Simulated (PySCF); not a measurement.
## Polarisability and C₆ of Os²⁺ (osmium, charge +2)

[Xe] 4f14 5d6, high-spin 5D determinant. Calculation: PySCF 2.14, in aug-cc-pVQZ-PP with ECP60MDF; scalar relativity through the core potential. Coupled (time-dependent) response in atomic units; α is the mean over directions.

```tsv
method	mean α (bohr³)	α xx, yy, zz	C₆ (like pair)	S(−4)
MN15	11.68	11.85, 11.85, 11.33	74.06	41.41
```

S(−4) is the Cauchy moment in α(ω) = α(0) + S(−4) ω² + …

Spin-orbit coupling is absent.

α(iu) at MN15:

```tsv
u (hartree)	α(iu) (bohr³)
0	11.68
0.0500	11.57
0.100	11.29
0.200	10.34
0.300	9.231
0.500	7.279
0.750	5.545
1.00	4.349
1.50	2.857
2.00	2.002
3.00	1.121
5.00	0.4811
```

A single London oscillator, α(iu) = α/(1 + u²/ω²), gives C₆ = (3/4) ω α². Matching the computed C₆ needs ω = 4 × 74.06 / (3 × 11.68²) = 0.724 hartree.

For an ion, C₆ is the dispersion term alone; charge-induced terms of lower order in 1/R come first.

The components differ because the open shell of this determinant is not spherical; for a pure term their mean is the scalar polarisability.

Energies and moments cover only the electrons outside the core potential. Spin-orbit coupling, absent here, splits the open shell strongly.
